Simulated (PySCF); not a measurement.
# Input and output

[PbI]+ (singlet). PySCF 2.14.0, RKS B3LYP, Pb def2-SVP with ECP60, I def2-SVP with ECP28; non-relativistic Hamiltonian with scalar-relativistic core potentials where named; density fitting; no spin-orbit coupling. Purpose: singlet excitations, Tamm-Dancoff B3LYP.

```python
mol = gto.M(atom='''
Pb     0.00000    -0.00000    -0.99373
I     -0.00000     0.00000     1.70294''',
    basis={'Pb': 'def2-SVP', 'I': 'def2-SVP'},
    ecp={'Pb': 'def2-SVP', 'I': 'def2-SVP'},
    charge=1, spin=0)
mf = dft.RKS(mol, xc='B3LYP')
mf.grids.atom_grid = (50, 194)
mf = mf.density_fit()  # fitting sets: Pb def2-universal-JKFIT, I def2-universal-JKFIT
mf.conv_tol = 1e-08; mf.max_cycle = 55
mf.kernel(dm0)  # dm0: converged density of the relaxed state
td = mf.TDA(); td.nstates = 8; td.kernel()
```

Run from Python with OMP_NUM_THREADS=2; the lines above give its settings. Where DIIS fails, smearing, a level shift and second-order steps follow.
It took 1.3 s on 2 threads of AMD EPYC 9R45 96-Core Processor (Zen 5), on a shared host, from an already converged density.

Task: Where do the frontier levels lie, over both spins?

Result: HOMO -12.80 eV, LUMO -8.79 eV. 

Task: What are the Mulliken charges and spins?

Result: 
| atom | charge (e) | spin (e) |
| --- | --- | --- |
| Pb1 | 0.917 | 0.000 |
| I2 | 0.083 | 0.000 |

Task: Which singlet excitations follow (Tamm-Dancoff, 8 states)?

Result: 
```json
{"state": "1", "eV": "2.94", "oscillator strength": "0.0000"}
{"state": "2", "eV": "3.12", "oscillator strength": "0.0000"}
{"state": "3", "eV": "3.12", "oscillator strength": "0.0000"}
{"state": "4", "eV": "3.76", "oscillator strength": "0.0058"}
{"state": "5", "eV": "3.76", "oscillator strength": "0.0058"}
{"state": "6", "eV": "4.37", "oscillator strength": "0.0908"}
{"state": "7", "eV": "5.45", "oscillator strength": "0.0029"}
{"state": "8", "eV": "5.45", "oscillator strength": "0.0029"}
```
Functionals without range separation put charge-transfer states too low; the basis has no diffuse functions.

The geometry was relaxed with PBE0 (Pb def2-SVP with ECP60, I def2-SVP with ECP28).
